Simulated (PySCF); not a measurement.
PySCF input (M06-2X/def2-TZVPD):

```python
from pyscf import gto, scf, dft

mol = gto.M(
    atom='''
    Na   -0.00000000   -0.00000000   -1.12369133
    F     0.00000000    0.00000000    1.37340051
    ''',
    basis='def2-tzvpd',
    charge=1,
    spin=1,
    symmetry='C2v',
    verbose=4,
)

mf = dft.UKS(mol, xc='m062x').density_fit(auxbasis='def2-universal-jkfit')
mf.grids.level = 4
mf.conv_tol = 1e-9
mf.max_cycle = 100
mf.max_memory = 1500
mf.kernel()
if not mf.converged:
    mf = mf.newton()
    mf.kernel(mf.make_rdm1())
mf.analyze()
```

Output:

```
PySCF version 2.14.0

[INPUT] verbose = 4
[INPUT] num. atoms = 2
[INPUT] num. electrons = 19
[INPUT] charge = 1
[INPUT] spin (= nelec alpha-beta = 2S) = 1
[INPUT] symmetry C2v subgroup None
[INPUT] Mole.unit = angstrom
[INPUT] Symbol           X                Y                Z      unit          X                Y                Z       unit  Magmom
[INPUT]  1 Na     0.000000000000   0.000000000000  -1.123691330000 AA    0.000000000000   0.000000000000  -2.123468862248 Bohr   0.0
[INPUT]  2 F      0.000000000000   0.000000000000   1.373400510000 AA    0.000000000000   0.000000000000   2.595350823238 Bohr   0.0

nuclear repulsion = 20.9798226248178
point group symmetry = Coov, use subgroup C2v
symmetry origin: [ 0.00000000e+00  0.00000000e+00 -3.77945213e-09]
symmetry axis x: [1. 0. 0.]
symmetry axis y: [0. 1. 0.]
symmetry axis z: [0. 0. 1.]
num. orbitals of irrep A1 = 34
num. orbitals of irrep A2 = 7
num. orbitals of irrep B1 = 17
num. orbitals of irrep B2 = 17
number of shells = 27
number of NR pGTOs = 111
number of NR cGTOs = 75
basis = def2-tzvpd
ecp = {}

******** <class 'pyscf.df.df_jk.DFSymAdaptedUKS'> ********
method = DFSymAdaptedUKS
initial guess = minao
damping factor = 0
level_shift factor = 0
DIIS = <class 'pyscf.scf.diis.CDIIS'>
diis_start_cycle = 1
diis_space = 8
diis_damp = 0
SCF conv_tol = 1e-09
SCF conv_tol_grad = None
SCF max_cycles = 100
direct_scf = False
number electrons alpha = 10  beta = 9
XC library pyscf.dft.libxc version 7.1.2
    S. Lehtola, C. Steigemann, M. J. T. Oliveira, and M. A. L. Marques,  SoftwareX 7, 1–5 (2018)
XC functionals = m062x
    Y. Zhao and D. G. Truhlar,  Theor. Chem. Acc. 120, 215 (2008)
    Y. Zhao and D. G. Truhlar,  Theor. Chem. Acc. 120, 215 (2008)
radial grids:
    Treutler-Ahlrichs [JCP 102, 346 (1995); DOI:10.1063/1.469408] (M4) radial grids

becke partition: Becke, JCP 88, 2547 (1988); DOI:10.1063/1.454033
pruning grids: <function nwchem_prune>
grids dens level: 4
symmetrized grids: C2v
atomic radii adjust function: <function treutler_atomic_radii_adjust>
small_rho_cutoff = 0
Freeze 0 electrons in irreps []
    19 free electrons in irreps A1 A2 B1 B2
Set gradient conv threshold to 3.16228e-05
[...]
beta  HOMO (B1) = -0.756837266618671  LUMO (B2) = -0.383683167233089
  HOMO = -0.756837266619  LUMO = -0.383683167233  gap/eV = 10.15404
Extra cycle  E= -261.796962553128  delta_E= 5.68e-14  |g|= 2.35e-07  |ddm|= 6.37e-07
converged SCF energy = -261.796962553128  <S^2> = 0.75196667  2S+1 = 2.0019657
**** SCF Summaries ****
Total Energy =                        -261.796962553128424
Nuclear Repulsion Energy =              20.979822624817835
One-electron Energy =                 -404.025774694543315
Two-electron Energy =                  121.248989516597078
Two-electron Coulomb Energy =          145.845206538773198
DFT Exchange-Correlation Energy =      -24.596217022176123
HOMO-LUMO gap [eV] =                    10.154040243326522
Wave-function symmetry = B2
alpha occupancy for each irrep:     A1   A2   B1   B2
                                     6    0    2    2
beta  occupancy for each irrep:     A1   A2   B1   B2
                                     6    0    2    1
**** MO energy ****
alpha MO #1 (A1 #1), energy= -39.4425566735302 occ= 1
alpha MO #2 (A1 #2), energy= -25.5605040558 occ= 1
alpha MO #3 (A1 #3), energy= -2.69346655816109 occ= 1
alpha MO #4 (A1 #4), energy= -1.59733008422474 occ= 1
alpha MO #5 (B2 #1), energy= -1.57209623708931 occ= 1
alpha MO #6 (B1 #1), energy= -1.57196623619502 occ= 1
alpha MO #7 (A1 #5), energy= -1.57072806602966 occ= 1
alpha MO #8 (B2 #2), energy= -0.876042126558918 occ= 1
alpha MO #9 (A1 #6), energy= -0.803051510182669 occ= 1
alpha MO #10 (B1 #2), energy= -0.796657268172074 occ= 1
alpha MO #11 (A1 #7), energy= -0.229921479816234 occ= 0
alpha MO #12 (B2 #3), energy= -0.14707005434539 occ= 0
alpha MO #13 (B1 #3), energy= -0.145678270015701 occ= 0
alpha MO #14 (A1 #8), energy= -0.131641579407834 occ= 0
alpha MO #15 (A1 #9), energy= -0.0757788582858119 occ= 0
alpha MO #16 (A1 #10), energy= -0.0591755774713544 occ= 0
alpha MO #17 (B2 #4), energy= -0.0590880034439054 occ= 0
alpha MO #18 (B1 #4), energy= -0.0584631386040821 occ= 0
alpha MO #19 (B2 #5), energy= -0.0340812474244014 occ= 0
alpha MO #20 (B1 #5), energy= -0.0300135664273002 occ= 0
alpha MO #21 (A1 #11), energy= -0.016218024327827 occ= 0
alpha MO #22 (A1 #12), energy= 0.0153890394025778 occ= 0
alpha MO #23 (A2 #1), energy= 0.0154196680769304 occ= 0
alpha MO #24 (B2 #6), energy= 0.0394378338792778 occ= 0
alpha MO #25 (B1 #6), energy= 0.0400506217527306 occ= 0
alpha MO #26 (A1 #13), energy= 0.0470249724254703 occ= 0
alpha MO #27 (B2 #7), energy= 0.072941147397882 occ= 0
alpha MO #28 (B1 #7), energy= 0.0739604827805769 occ= 0
alpha MO #29 (A1 #14), energy= 0.0744314065395629 occ= 0
alpha MO #30 (A1 #15), energy= 0.211155815785041 occ= 0
alpha MO #31 (A2 #2), energy= 0.340715811101221 occ= 0
alpha MO #32 (A1 #16), energy= 0.341575244401518 occ= 0
alpha MO #33 (A1 #17), energy= 0.42521505377762 occ= 0
alpha MO #34 (B2 #8), energy= 0.436832519072428 occ= 0
alpha MO #35 (B1 #8), energy= 0.439527937821741 occ= 0
alpha MO #36 (B2 #9), energy= 0.538558223658551 occ= 0
alpha MO #37 (B1 #9), energy= 0.555353165545214 occ= 0
alpha MO #38 (A1 #18), energy= 0.62840014541068 occ= 0
alpha MO #39 (A1 #19), energy= 0.837159496894848 occ= 0
alpha MO #40 (A2 #3), energy= 0.837169730365074 occ= 0
alpha MO #41 (B2 #10), energy= 0.858692994586206 occ= 0
alpha MO #42 (B1 #10), energy= 0.859171972237865 occ= 0
alpha MO #43 (A1 #20), energy= 0.875930411523143 occ= 0
alpha MO #44 (A1 #21), energy= 0.958657173570785 occ= 0
alpha MO #45 (B2 #11), energy= 1.0374890192836 occ= 0
alpha MO #46 (B1 #11), energy= 1.03785621717759 occ= 0
alpha MO #47 (A1 #22), energy= 1.14181960021041 occ= 0
alpha MO #48 (A1 #23), energy= 2.01065632219937 occ= 0
alpha MO #49 (A2 #4), energy= 2.01663183987887 occ= 0
alpha MO #50 (B2 #12), energy= 2.06573980010525 occ= 0
alpha MO #51 (B1 #12), energy= 2.09989227994948 occ= 0
alpha MO #52 (A1 #24), energy= 2.11309168600038 occ= 0
alpha MO #53 (B2 #13), energy= 3.04558072263205 occ= 0
alpha MO #54 (B1 #13), energy= 3.10412831303991 occ= 0
alpha MO #55 (A1 #25), energy= 3.25998425555929 occ= 0
alpha MO #56 (A1 #26), energy= 3.36592499569666 occ= 0
alpha MO #57 (A1 #27), energy= 3.74617697018478 occ= 0
alpha MO #58 (A1 #28), energy= 5.52156568912916 occ= 0
alpha MO #59 (A2 #5), energy= 5.52156615428402 occ= 0
alpha MO #60 (B2 #14), energy= 5.53109587164711 occ= 0
alpha MO #61 (B1 #14), energy= 5.53119116543731 occ= 0
alpha MO #62 (A1 #29), energy= 5.5747534061427 occ= 0
alpha MO #63 (B2 #15), energy= 6.58509687549916 occ= 0
alpha MO #64 (A1 #30), energy= 6.5938724939138 occ= 0
alpha MO #65 (B1 #15), energy= 6.59623940907898 occ= 0
alpha MO #66 (A2 #6), energy= 6.61875527313524 occ= 0
alpha MO #67 (B2 #16), energy= 6.61952105178566 occ= 0
alpha MO #68 (B1 #16), energy= 6.66313850365855 occ= 0
alpha MO #69 (A1 #31), energy= 6.66524035760906 occ= 0
alpha MO #70 (A1 #32), energy= 8.09425738501831 occ= 0
alpha MO #71 (A2 #7), energy= 8.11009460719346 occ= 0
alpha MO #72 (B2 #17), energy= 8.14009228974081 occ= 0
alpha MO #73 (B1 #17), energy= 8.21061967039257 occ= 0
alpha MO #74 (A1 #33), energy= 8.22660070982884 occ= 0
alpha MO #75 (A1 #34), energy= 56.717659575073 occ= 0
beta  MO #1 (A1 #1), energy= -39.442597019872 occ= 1
beta  MO #2 (A1 #2), energy= -25.5376963302047 occ= 1
beta  MO #3 (A1 #3), energy= -2.69350321521678 occ= 1
beta  MO #4 (B2 #1), energy= -1.57210721952191 occ= 1
beta  MO #5 (A1 #4), energy= -1.57204813665068 occ= 1
beta  MO #6 (B1 #1), energy= -1.57199453770089 occ= 1
beta  MO #7 (A1 #5), energy= -1.48975000287951 occ= 1
beta  MO #8 (A1 #6), energy= -0.763528584284678 occ= 1
beta  MO #9 (B1 #2), energy= -0.756837266618671 occ= 1
beta  MO #10 (B2 #2), energy= -0.383683167233089 occ= 0
beta  MO #11 (A1 #7), energy= -0.230723965539028 occ= 0
beta  MO #12 (B1 #3), energy= -0.147035540745833 occ= 0
beta  MO #13 (B2 #3), energy= -0.145477369501617 occ= 0
beta  MO #14 (A1 #8), energy= -0.134095085786896 occ= 0
beta  MO #15 (A1 #9), energy= -0.0762267664335451 occ= 0
beta  MO #16 (A1 #10), energy= -0.0605262767887694 occ= 0
beta  MO #17 (B1 #4), energy= -0.0594714775620113 occ= 0
beta  MO #18 (B2 #4), energy= -0.0591944000858382 occ= 0
beta  MO #19 (B1 #5), energy= -0.0301050836099983 occ= 0
beta  MO #20 (B2 #5), energy= -0.025236063310613 occ= 0
beta  MO #21 (A1 #11), energy= -0.020192817396016 occ= 0
beta  MO #22 (A1 #12), energy= 0.0128575208024238 occ= 0
beta  MO #23 (A2 #1), energy= 0.0131852604204385 occ= 0
beta  MO #24 (B2 #6), energy= 0.0391485927855955 occ= 0
beta  MO #25 (B1 #6), energy= 0.0395042549084414 occ= 0
beta  MO #26 (A1 #13), energy= 0.0472173758975525 occ= 0
beta  MO #27 (A1 #14), energy= 0.0657226618871339 occ= 0
[...]
```
